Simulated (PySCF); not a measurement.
A GIAO shielding run with PySCF 2.14.0 with density-fitted response routines (density fitting, non-relativistic, gas phase) on `C=C(C)[SiH2][SiH2][Si@H]([SiH3])C(=C)C`, C6H18Si4:

```
$ OMP_NUM_THREADS=1 python probes_run.py task.json out

{"job": {"kind": "nmr", "xc": "PBE0", "basis": "pcSseg-1"}, "charge": 0, "multiplicity": 1}
C     -3.252529    -0.731150    -1.158270
C     -2.922891    -0.382365     0.093956
C     -3.271231     0.958909     0.673091
Si    -1.924376    -1.568682     1.162915
Si     0.137683    -0.531875     1.604869
Si     0.868545     0.399979    -0.422916
Si     0.971430    -1.363321    -1.971916
C      2.559211     1.217218    -0.249902
C      2.692523     2.526819    -0.503832
C      3.714593     0.358793     0.179146
H     -3.799126    -0.044416    -1.817268
H     -2.992751    -1.707501    -1.577619
H     -2.363690     1.511648     0.972074
H     -3.826020     1.581761    -0.045422
H     -3.885226     0.853775     1.583160
H     -1.688406    -2.842056     0.413718
H     -2.645018    -1.881100     2.439074
H      1.143311    -1.528497     2.097694
H     -0.011843     0.529762     2.653375
H     -0.134552     1.412026    -0.883666
H      1.835414    -2.459055    -1.426978
H     -0.390080    -1.926574    -2.225891
H      1.555965    -0.907710    -3.272207
H      1.848030     3.149268    -0.815271
H      3.662895     3.030404    -0.407824
H      4.647629     0.938478     0.252429
H      3.882864    -0.470373    -0.529051
H      3.522810    -0.108321     1.159859
```

Hardware: 1 thread of an Arm Neoverse V2, shared host. The job also computes population analyses, field gradients.

(1) How large is the calculation?

(2) How long does it take, and how much memory does it need?

(3) And these other runs on the same molecule and hardware: GIAO shielding at PBE/pcSseg-1?

Answers

(1) 110 electrons, 288 basis functions and 1586 auxiliary functions.

(2) 100 s of wall time, with 14 SCF cycles and 5 response iterations; peak memory 1.5 GiB. Times on a shared host scatter by some tens of per cent.

(3) PBE/pcSseg-1: 288 functions, 92 s.
